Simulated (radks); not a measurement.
The numbers below are computed, except where a source is named.
Fractional charge and spin in the 5p shell of lanthanum: the spin-up occupation runs from 2 to 3 and the spin-down occupation from 2 to 3; the fullest corner is La2+, [Kr] 4d10 5s2 5d(up 0.5, down 0.5) 5p(up 3, down 3). Level of theory: scalar-relativistic Kohn-Sham, BLYP, spin-polarised, spherical densities, finite nucleus; Fermi nuclear charge, rms radius of each element as measured or else 0.836 A^(1/3) + 0.57 fm (a radial shooting solver on a logarithmic mesh with Libxc functionals). Energy (eV) above the fullest corner. The planes named below are the two flat planes that join the four corners, with an edge along up + down = one added electron.

| down \ up | 2 | 2.5 | 3 |
|---|---|---|---|
| 2 | 92.533 | 64.878 | 40.163 |
| 2.5 | 64.878 | 40.363 | 18.702 |
| 3 | 40.163 | 18.702 | 0.000 |

Corners above the fullest one (they belong to La3+ and the next ion): (up 3, down 2) 40.163 eV, (up 2, down 3) 40.163 eV, (up 2, down 2) 92.533 eV. With half an added electron in each spin the energy lies 0.199 eV from the planes, and with half an added electron in spin up alone -1.471 eV. The planes are only a guide here: the flat-plane condition holds for ground states with one frontier orbital, while this shell lies below other occupied shells, so the corners above the fullest one are inner-hole states and not the ground states of those ions.
